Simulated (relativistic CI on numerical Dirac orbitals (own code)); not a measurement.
## Co20+: sensitivity of the levels to the model

Base calculation: Dirac-Coulomb-Breit CI, orbitals from a KLI potential per configuration, model QED, unscaled Slater integrals.

Configurations in the expansion (outside the closed core 1s2): 2s²2p³, 2s2p⁴, 2p⁵, 2p⁴3s, 2p⁴3p, 2p⁴3d, 2s²2p²3s, 2s²2p²3p, 2s²2p²3d, 2s2p³3s, 2s2p³3p, 2s2p³3d, 2s²2p²4s, 2s²2p²4p, 2s²2p²4d, 2s²2p²4f. Levels of other configurations are missing.

Variants: (1) valence Slater integrals scaled by 0.9; (2) Breit term removed; (3) QED terms removed. Shifts of the energy above 2s²2p³ ⁴S°3/2, in eV, for the lowest level and the first level of each name with at least 55 % of one term (blank where a level changes its place among those of its configuration and J or its character, or is not in the variant):

```csv
Level,Base,Δ(1),Δ(2),Δ(3)
2s²2p³ ⁴S°3/2,0.00,0.00,0.00,0.00
2s²2p³ ²D°3/2,18.61,-1.48,-0.07,-0.01
2s²2p³ ²D°5/2,24.22,-1.58,+0.52,-0.02
2s²2p³ ²P°1/2,35.05,-2.32,+0.06,-0.01
2s²2p³ ²P°3/2,44.83,-1.93,+0.54,-0.04
2s2p⁴ ⁴P5/2,99.21,+0.96,-0.01,+0.49
2s2p⁴ ⁴P3/2,109.19,+0.97,+0.03,+0.47
2s2p⁴ ⁴P1/2,112.17,+0.71,+0.01,+0.47
2s2p⁴ ²D3/2,138.51,-2.33,-0.03,+0.48
2s2p⁴ ²D5/2,141.02,-2.10,+0.32,+0.47
2s2p⁴ ²S1/2,158.60,-4.22,-0.27,+0.48
2s2p⁴ ²P3/2,165.31,-4.71,+0.14,+0.48
2s2p⁴ ²P1/2,179.59,-4.65,+0.32,+0.44
2p⁵ ²P°3/2,259.39,-2.23,-0.34,+0.96
2p⁵ ²P°1/2,275.20,-2.17,+0.10,+0.93
2s²2p²3s ⁴P1/2,969.87,-0.60,+0.24,-0.11
2s²2p²3s ⁴P3/2,980.06,-0.24,+0.65,-0.15
2s²2p²3s ²P1/2,984.11,-0.75,+0.61,-0.14
2s²2p²3s ⁴P5/2,985.95,-0.57,+1.07,-0.15
2s²2p²3s ²P3/2,990.05,-1.18,+0.98,-0.15
2s²2p²3p ⁴D°3/2,1002.68,-0.36,+0.29,+0.01
2s²2p²3s ²D5/2,1004.83,-1.36,+1.22,-0.18
```

At this charge energies of transitions that change n are usually good to better than 1 %, and those within a shell (Δn = 0) to a few per cent.

Ionisation energy from the two ground configurations alone: base 1723.41 eV; valence Slater integrals scaled by 0.9 1722.19 eV; Breit term removed 1723.76 eV. The NIST ASD value (semi-empirical) is 1724 eV.

LS names give the leading component of a level, which can be under half, so a name can repeat, a term be missing and a line seem to break the LS rules.
